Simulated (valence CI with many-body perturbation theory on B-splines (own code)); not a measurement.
## Zr18+: calculated level list

Method: valence CI with perturbative core correlation (CI+MBPT): four valence electrons over a frozen Dirac-Fock core [Ar], a basis of 7 s, 7 p, 8 d, 6 f, 4 g, 1 h functions for each j, with the one-electron correlation potential Σ1, the two-electron term Σ2, the three-electron term Σ3, Breit, model QED; selected CI, second order for the rest, scaled by the run's own slope (own B-spline code, finite nucleus).

No measured spectrum was set against this ion. As an estimate, terms of the open shell hold to 2 to 4 % of their energy, and close levels can change places. Only levels of the ground parity were solved; by the run's estimate the other parity begins above the list, which can be wrong where configurations are misplaced.

Levels 1 to 34 of 34, with energies above the lowest level, 3d⁴ ⁵D_0. "Leading %" is the weight of the configuration and term that name the level; weights of strongly mixed levels are sums over their largest components and can fall short. In the jj column 3d3/2^4 stands for four electrons in 3d with j = 3/2.

```csv
No.,Configuration,Term,J,E (cm⁻¹),Leading %,Leading jj,Second component
1,3d⁴,⁵D,0,0,84,3d3/2^4 (55 %),15 % 3d⁴ ³P
2,3d⁴,⁵D,1,6438,93,3d3/2^3 3d5/2 (74 %),7 % 3d⁴ ³P
3,3d⁴,⁵D,2,14011,96,3d3/2^2 3d5/2^2 (65 %),
4,3d⁴,⁵D,3,21432,96,3d3/2^2 3d5/2^2 (52 %),
5,3d⁴,⁵D,4,28278,91,3d3/2^2 3d5/2^2 (42 %),8 % 3d⁴ ³F
6,3d⁴,³P,0,61509,73,3d3/2^2 3d5/2^2 (48 %),15 % 3d⁴ ⁵D
7,3d⁴,³H,4,69408,62,3d3/2^3 3d5/2 (68 %),15 % 3d⁴ ³G
8,3d⁴,³P,1,81059,89,3d3/2^2 3d5/2^2 (50 %),6 % 3d⁴ ⁵D
9,3d⁴,³H,5,81438,82,3d3/2^2 3d5/2^2 (96 %),18 % 3d⁴ ³G
10,3d⁴,³G,3,82327,55,3d3/2^2 3d5/2^2 (53 %),41 % 3d⁴ ³F
11,3d⁴,³F,2,85330,87,3d3/2^2 3d5/2^2 (54 %),8 % 3d⁴ ¹D
12,3d⁴,³H,6,87466,87,3d3/2^2 3d5/2^2 (76 %),13 % 3d⁴ ¹I
13,3d⁴,³F,4,93450,44,3d3/2 3d5/2^3 (46 %),29 % 3d⁴ ³H
14,3d⁴,³P,2,100660,72,3d3/2^2 3d5/2^2 (60 %),26 % 3d⁴ ³D
15,3d⁴,³G,4,101700,52,3d3/2^2 3d5/2^2 (81 %),28 % 3d⁴ ¹G
16,3d⁴,³F,3,105100,58,3d3/2 3d5/2^3 (67 %),39 % 3d⁴ ³G
17,3d⁴,³G,5,112810,82,3d3/2 3d5/2^3 (96 %),18 % 3d⁴ ³H
18,3d⁴,³D,3,115700,88,3d3/2^2 3d5/2^2 (42 %),5 % 3d⁴ ¹F
19,3d⁴,³D,2,120720,52,3d3/2 3d5/2^3 (44 %),22 % 3d⁴ ³P
20,3d⁴,¹I,6,124010,87,3d3/2 3d5/2^3 (76 %),13 % 3d⁴ ³H
21,3d⁴,³D,1,125520,94,3d3/2 3d5/2^3 (66 %),5 % 3d⁴ ³P
22,3d⁴,¹G,4,137340,60,3d5/2^4 (56 %),22 % 3d⁴ ³F
23,3d⁴,¹S,0,140170,84,3d3/2 3d5/2^3 (72 %),15 % 3d⁴ ³P
24,3d⁴,¹D,2,152230,62,3d3/2^2 3d5/2^2 (52 %),14 % 3d⁴ ³D
25,3d⁴,¹F,3,162260,79,3d3/2 3d5/2^3 (65 %),9 % 3d⁴ ³F
26,3d⁴,³P,2,182250,89,3d3/2^2 3d5/2^2 (56 %),6 % 3d⁴ ¹D
27,3d⁴,³F,4,187830,89,3d3/2^2 3d5/2^2 (74 %),10 % 3d⁴ ¹G
28,3d⁴,³F,2,192900,87,3d3/2^2 3d5/2^2 (43 %),8 % 3d⁴ ¹D
29,3d⁴,³F,3,195890,86,3d3/2 3d5/2^3 (92 %),13 % 3d⁴ ¹F
30,3d⁴,³P,1,199810,99,3d3/2 3d5/2^3 (89 %),
31,3d⁴,³P,0,208330,95,3d5/2^4 (56 %),5 % 3d⁴ ¹S
32,3d⁴,¹G,4,215080,90,3d3/2 3d5/2^3 (76 %),9 % 3d⁴ ³F
33,3d⁴,¹D,2,274300,98,3d3/2^2 3d5/2^2 (51 %),
34,3d⁴,¹S,0,350040,98,3d3/2^2 3d5/2^2 (58 %),
```

Names give the largest LS component (configuration and term), which can be under half, so a name can repeat, a term be missing and a line seem to break the LS rules; names also repeat where a configuration has a term twice.

The ionisation energy to 3d³ ⁴F3/2 of the next ion comes out as 744.98 eV (NIST: 745 ± 3 eV (theoretical)). All 34 levels together are meant to be complete up to 364050 cm⁻¹.
